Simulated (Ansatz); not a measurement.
Basis-set series for C2H8BBrGaN (`C[N](C)[GaH][BH]Br`). Total charge 0; spin multiplicity 1. Geometry: relaxed with PBE0-D4/def2-TZVP. It is one conformer, not always the lowest.

```
functional       basis  functions  energy (Eh)  HOMO (eV)  LUMO (eV)
   PBE0-D4    def2-SVP        160  -4658.23439      -6.37      -2.55
   PBE0-D4  def2-TZVPP        332  -4658.96667      -6.43      -2.64
   ωB97M-V    def2-SVP        160  -4658.63294      -8.56      -0.63
   ωB97M-V  def2-TZVPP        332  -4659.37249      -8.64      -0.77
```

(1) Give the rows for def2-QZVPP. (Best estimate.)

Results:

(1) Ansatz gave: 
```tsv
functional	basis	functions	energy (Eh)	HOMO (eV)	LUMO (eV)
PBE0-D4	def2-QZVPP	646	-4659.07201	-6.45	-2.65
ωB97M-V	def2-QZVPP	646	-4659.47451	-8.65	-0.81
```

Scalar relativity is left out up to krypton.
